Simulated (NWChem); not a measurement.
System: BH₃; SMILES B

All runs: NWChem. Each level has its own optimisation; frequencies are unscaled.

| level | r B–H (Å) | highest harmonic frequency (cm⁻¹) | lowest (cm⁻¹) | zero-point energy (kcal/mol) |
|---|---|---|---|---|
| B3LYP/3-21G | 1.194 | 2731 | 1145 | 16.6 |
| LDA (Slater exchange, VWN5)/def2-SVP | 1.218 | 2631 | 1078 | 15.7 |
| PBE0/def2-TZVP | 1.193 | 2694 | 1145 | 16.4 |
| CAM-B3LYP/def2-SVP | 1.204 | 2707 | 1145 | 16.4 |
| PBE-D3(BJ)/def2-SVP | 1.214 | 2633 | ___ | 15.9 |

**Question.** Fill in the missing entries.

**Answer.** 
- PBE-D3(BJ)/def2-SVP, lowest (cm⁻¹): 1103
